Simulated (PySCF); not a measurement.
**Spin states and ions at one geometry of Bi(BH4)3**

PySCF 2.14.0, RKS TPSS, Bi def2-SVP with ECP60, B def2-SVP, H def2-SVP; non-relativistic Hamiltonian with scalar-relativistic core potentials where named; density fitting; no spin-orbit coupling; singlets restricted, open shells unrestricted. The geometry is relaxed for charge 0, singlet, vacuum:

```xyz
16

Bi    0.0000    0.0000    0.6448
B     2.4207    0.0083   -0.0478
H     3.2333    0.1220   -0.9451
H     2.6017   -0.8829    0.7671
H     1.4275   -0.3412   -0.8263
H     2.1816    1.1080    0.4683
B    -1.2175    2.0922   -0.0478
H    -1.7223    2.7391   -0.9451
H    -0.5362    2.6946    0.7671
H    -0.4182    1.4069   -0.8263
H    -2.0504    1.3353    0.4683
B    -1.2031   -2.1005   -0.0478
H    -1.5110   -2.8611   -0.9451
H    -2.0655   -1.8117    0.7671
H    -1.0093   -1.0656   -0.8263
H    -0.1312   -2.4433    0.4683
```

Energies count from the relaxed state; an electron taken off or put on is at rest in vacuum. Charges and spins are Mulliken's.

Task: Order these states by energy, lowest first.
A. charge +1, doublet, vacuum
B. charge -1, doublet, vacuum
C. charge 0, singlet, vacuum
D. charge 0, triplet, vacuum

Result: B (-0.81 eV), C (0.00 eV), D (4.48 eV), A (10.15 eV).

Task: How do charge and spin on the first atom follow?

Result: 
```
                     state  spin squared  charge on Bi1 (e)  spin on Bi1 (e)  dipole about the centre of mass (D)
 charge 0, singlet, vacuum          0.00               0.67             0.00                                 1.71
 charge 0, triplet, vacuum          2.00               0.49             0.87                                 0.06
charge +1, doublet, vacuum          0.76               0.80             0.12                                 1.08
charge -1, doublet, vacuum          0.75               0.35             0.70                                 2.48
```

With an electron taken off (doublet) the charges change, summed by element, by Bi +0.12 e, B +0.06 e, H +0.81 e. The vertical ionisation energy is 10.15 eV, against −ε(HOMO) = 7.78 eV of the relaxed state. The level lies 2.4 eV too high, as is usual for semilocal functionals and global hybrids, which keep a self-interaction error.

With an electron put on (doublet) the charges change, summed by element, by Bi -0.33 e, B -0.08 e, H -0.60 e. The vertical electron affinity is 0.81 eV, against −ε(LUMO) = 3.18 eV of the relaxed state. The basis has no diffuse functions, which an added electron needs. The added electron's level lies above zero.

Open shells may have lower solutions than those found.

No frequency check is given that shows the relaxed geometry to be a minimum.
